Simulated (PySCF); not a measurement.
Species: indole, C8H7N.
Atom-mapped SMILES: `[cH:1]1[cH:2][cH:3][c:4]2[nH:5][cH:6][cH:7][c:8]2[cH:9]1`

Structure used (GFN2-xTB), in Å, numbered top down from 1:
```
atom  x, y, z in Å
C1     2.159   -0.347   -0.032
C2     1.918    1.023   -0.174
C3     0.635    1.527   -0.186
C4    -0.411    0.624   -0.054
N5    -1.762    0.824   -0.033
C6    -2.388   -0.383    0.117
C7    -1.465   -1.378    0.195
C8    -0.183   -0.767    0.089
C9     1.126   -1.247    0.100
H10    3.180   -0.699   -0.026
H11    2.757    1.696   -0.275
H12    0.450    2.586   -0.296
H13   -2.222    1.715   -0.113
H14   -3.460   -0.440    0.156
H15   -1.662   -2.425    0.313
H16    1.319   -2.304    0.209
```

Probes without a nucleus sit at each ring's centroid and 1 Å off its mean plane on both sides; NICS is minus the shielding there, NICSzz its component along the normal. Level: GIAO PBE0/pcSseg-1 (PySCF, non-relativistic, gas phase) on the GFN2-xTB geometry, one conformer.

Ring bond lengths (Å), with Mayer bond orders in brackets: C1–C2 1.398 (1.38), C2–C3 1.378 (1.50), C3–C4 1.389 (1.36), C4–C8 1.416 (1.21), C8–C9 1.395 (1.31), C9–C1 1.376 (1.51); C4–N5 1.365 (1.05), N5–C6 1.368 (1.15), C6–C7 1.360 (1.58), C7–C8 1.424 (1.28), C8–C4 1.416 (1.21).

What do the NICS probes read (ppm)?

| ring | type | NICS(0) | NICS(1), two faces | NICS(1)zz, two faces | rms pucker (Å) | centre to ring atoms, mean (Å) |
| --- | --- | --- | --- | --- | --- | --- |
| C1–C2–C3–C4–C8–C9 | 6-membered carbocycle; formal bonds all aromatic | -10.3 | -12.0 / -12.0 | -30.4 / -30.4 | 0.00 | 1.39 |
| C4–N5–C6–C7–C8 | 5-membered ring with N; formal bonds all aromatic | -13.3 | -11.6 / -11.6 | -30.0 / -30.0 | 0.00 | 1.18 |

What can be read from them?

- C1–C2–C3–C4–C8–C9: mean NICS(1)zz -30.4 ppm, shielded. For a flat ring without four-coordinate atoms the NICS criterion counts such a value as aromatic, though in fused rings the probe also feels the neighbouring ring.
- C4–N5–C6–C7–C8: mean NICS(1)zz -30.0 ppm, shielded. The ring is flat and has no four-coordinate atom; by the NICS criterion it is aromatic, though in fused rings the probe also feels the neighbouring ring.

How equal are the bonds by HOMA? Use HOMA with the parameters of Krygowski (1993).

- C1–C2–C3–C4–C8–C9: HOMA 0.95 = 1 − EN − GEO, with mean bond length 1.392 Å, EN = α(Ropt − mean)² = 0.004 and GEO = α × variance = 0.047. The geometric and the magnetic index point the same way.
- C4–N5–C6–C7–C8: HOMA 0.81; the largest term is that of C7–C8, α(R − Ropt)² = 0.33. The geometric and the magnetic index point the same way.

At the second NICS(1) probe listed for ring C1–C2–C3–C4–C8–C9, 1 Å off the ring, what do the in-plane components average?

The isotropic value is a third of the trace: (3 × -12.0 − (-30.4))/2 = -2.8 ppm.

Give the inner angles of the rings and the Hirshfeld charges of the ring atoms.

- C1–C2–C3–C4–C8–C9: C1 121.4° (-0.067 e), C2 121.3° (-0.062 e), C3 117.6° (-0.073 e), C4 121.8° (+0.032 e), C8 119.3° (-0.030 e), C9 118.6° (-0.055 e); sum 720.0° against 720° for a flat convex ring.
- C4–N5–C6–C7–C8: C4 107.6° (+0.032 e), N5 109.0° (-0.074 e), C6 109.9° (-0.018 e), C7 107.0° (-0.101 e), C8 106.5° (-0.030 e); sum 540.0° against 540° for a flat convex ring.
